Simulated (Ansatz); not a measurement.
Coupled-cluster diagnostics for Te₃⁻, Ansatz.

Geometry of the doublet (PBE0-D4/def2-SVPD):

```xyz
3

Te   -0.974    0.993    0.241
Te   -0.701   -1.458   -0.955
Te    1.675    0.465    0.714
```

In the def2 sets Te takes a core potential; there is no spin–orbit coupling. Correlated methods freeze 12 core orbitals; core or outer-core shells of Te are correlated, in sets that lack core-valence functions. Another isomer (doublet) lies 0.49 eV lower at PBE0-D4/def2-TZVPD; other spin states weren't run for this one.

Task: Estimate the CCSD(T) correlation energy, the shares of MP2 and (T), T1 and the reference's ⟨S²⟩ for: charge -1, doublet, own geometry in def2-SVPD; and the rough time on 4 threads of Intel Xeon on a shared host.

Result: 
```csv
state,basis,correlation (eV),MP2 share (%),(T) share (%),T1,⟨S²⟩ (pure),wall time
"charge -1, doublet, own geometry",def2-SVPD,-10.892,90.8,4.3,0.012,0.78 (0.75),53 s
```
Customary marks for T1 are 0.02 (closed shells), 0.045 (open shells) and about 0.05 (3d metals). T1 stays under 0.02 throughout.
